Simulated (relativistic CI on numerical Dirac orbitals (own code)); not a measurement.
**What each ingredient does to the levels of Ir27+**

Base calculation: Dirac-Coulomb-Breit CI, orbitals from a KLI potential per configuration, QED by a radiative potential, unscaled Slater integrals.

Configuration list (outside the closed core [Ar] 3d10 4p6 4d10): 4s2.4f4, 4s2.4f3.5s, 4s2.4f2.5s2, 4s2.4f3.5p, 4s2.4f2.5s.5p, 4s2.4f3.5d, 4s2.4f2.5p2, 4s2.4f2.5s.5d, 4s2.4f2.5p.5d, 4s2.4f3.5f, 4s2.4f3.6s, 4s2.4f3.6p, 4s.4f3.5s2. Levels of other configurations are missing.

Variants: (1) QED terms removed. Shifts of the energy above 4s2.4f4 5I_4, in cm⁻¹, for the lowest level and the first level of each name with at least 55 % of one term (blank where a level changes its place among those of its configuration and J or its character, or is not in the variant):

```csv
Level,Base,Δ(1)
4s2.4f4 5I_4,0.0,0.0
4s2.4f4 5I_5,19467.6,-100.5
4s2.4f4 5I_6,35189.6,-154.7
4s2.4f4 5I_7,46983.9,-167.1
4s2.4f4 5F_1,51519.9,-84.3
4s2.4f4 5F_3,59921.9,-95.7
4s2.4f4 5G_2,64494.9,-79.4
4s2.4f4 5S_2,66692.6,-118.8
4s2.4f4 3K_6,70077.5,-158.7
4s2.4f4 5F_4,79892.7,-185.2
4s2.4f4 5G_4,92488.2,-188.6
4s2.4f4 3P_1,101223.1,-197.9
4s2.4f4 3L_8,104535.5,-213.3
4s2.4f4 3M_9,105632.0,-207.0
4s2.4f4 3I_5,105827.6,-150.5
4s2.4f4 5D_1,115359.3,-112.1
4s2.4f4 3I_7,123701.4,-211.4
4s2.4f4 5D_2,126778.9,-181.5
4s2.4f4 3M_10,126831.5,-246.8
4s2.4f4 3L_9,136690.7,-334.9
4s2.4f4 3F_3,138800.4,-253.9
4s2.4f4 3H_5,145530.4,-214.9
```

At this charge energies of transitions that change n are usually good to better than 1 %, and those within a shell (Δn = 0) to a few per cent. Terms inside the open d or f shell come out 10 to 20 % too wide with unscaled integrals.

Ionisation energy from the two ground configurations alone: base 901.99 eV. The NIST ASD value (theoretical) is 920 eV.

LS names give the leading component of a level, which can be under half, so a name can repeat, a term be missing and a line seem to break the LS rules.
